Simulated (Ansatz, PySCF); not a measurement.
Caution: the highest occupied level lies above zero, so the state may not be bound. This singlet lies 0.13 eV below the relaxed triplet at the level frozen-core CCSD(T)/aug-cc-pVTZ // B3LYP-D3(BJ)/def2-TZVPD (Ansatz, a quantum-chemistry and plane-wave program); other levels give the other order.

B3LYP has the VWN-RPA correlation part, as in Gaussian. 

Z-matrix (Å, degrees):
```
Al
H 1 1.6415
H 1 1.6419 2 105.09
Al 1 2.5930 2 122.09 3 144.77
H 4 1.6545 1 110.67 2 109.98
```
Charge -1, spin multiplicity 1.

Problem. What is the computed HOMO and total energy (B3LYP-D3(BJ)/def2-TZVPD (PySCF))?

Solution. 
```yaml
HOMO: 0.12 eV
total_energy: -486.7041 Ha
```
